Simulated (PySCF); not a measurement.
C₃H₈OSn, SMILES C=[CH][SnH2][O]C.

Geometry optimised at PBE0-D3(BJ)/def2-SVP. The def2 effective core potentials stand for the cores of Sn; spin–orbit coupling is left out. Other conformers were not sampled.

Two levels are set side by side: TDA-PBE/def2-SVPD (PySCF) and TDA-PBE0/def2-SVPD (PySCF). Vertical, same geometry. The lowest singlet is HOMO→LUMO 100 % with PBE and HOMO→LUMO 91 % with the other functional; states are paired by order. Differences are taken from unrounded values.

```json
[
 {"quantity": "lowest singlet excitation (eV)", "TDA-PBE0": "5.35", "TDA-PBE": "4.10", "TDA-PBE minus TDA-PBE0": "-1.25"},
 {"quantity": "lowest triplet excitation (TDA) (eV)", "TDA-PBE0": "4.24", "TDA-PBE": "3.99", "TDA-PBE minus TDA-PBE0": "-0.25"},
 {"quantity": "first bright state (f over 0.05) (eV)", "TDA-PBE0": "6.08", "TDA-PBE": "6.12", "TDA-PBE minus TDA-PBE0": "0.05"},
 {"quantity": "its oscillator strength", "TDA-PBE0": "0.06", "TDA-PBE": "0.06", "TDA-PBE minus TDA-PBE0": "0.00"}
]
```

Functionals without exact exchange tend to place singlet excitations lower, as here. Differences between two approximate levels are no errors against the true value.

Rough cost on one machine, each run with all the roots and properties that it gave: TDA-PBE0 against TDA-PBE about 2 times.
